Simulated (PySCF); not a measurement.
CH7BF2GeSi.
Bonds: F1–B2, B2–F3, B2–Si4, Si4–C5, C5–Ge6. Hydrogens: H7, H8 on Si4; H9, H10 on C5; H11, H12, H13 on Ge6.

Method used: PySCF, PBE0-D3(BJ)/def2-SVP geometry optimisation, gas phase.

Task: Give the optimised bond lengths and angles.

Result: 
```csv
bond,length (Å),order
"F1–B2, B2–F3",1.321,single
B2–Si4,2.036,single
Si4–C5,1.881,single
C5–Ge6,1.965,single
"Si4–H7, Si4–H8",1.498,single
"C5–H9, C5–H10",1.102,single
"Ge6–H11, Ge6–H12, Ge6–H13",1.540,single
```

Bonds in one row agree within 0.01 Å and their mean is given. Orders are formal, as drawn. A selection of angles:
```csv
angle,degrees
F1–B2–F3,115.8
F1–B2–Si4,121.2
F3–B2–Si4,123.0
B2–Si4–C5,111.6
B2–Si4–H7,106.9
B2–Si4–H8,109.5
C5–Si4–H7,109.6
C5–Si4–H8,111.6
H7–Si4–H8,107.6
Si4–C5–Ge6,115.2
Si4–C5–H9,109.8
Si4–C5–H10,108.4
Ge6–C5–H9,108.1
H9–C5–H10,106.8
C5–Ge6–H11,109.6
H11–Ge6–H12,108.9
```

Torsions: F1–B2–Si4–C5 30°; B2–Si4–C5–Ge6 -53° (synclinal). The mirror-image conformer, all signs reversed, is as good.

Ge6 (germanium bonded to C and 3 H) is tetrahedral (angles from 108.9° to 110.1°). Si4 (SiH2 silicon) is tetrahedral (angles from 106.9° to 111.6°). B2 (three-coordinate boron) is planar (angles 123.0°, 121.2° and 115.8°, sum 360.0°, 0.01 Å off the plane of its three neighbours).

Point group: C1 (no symmetry element, even within 0.4 Å). PBE0-D3(BJ)/def2-SVP frequencies: not computed here. One conformer, not necessarily the lowest.
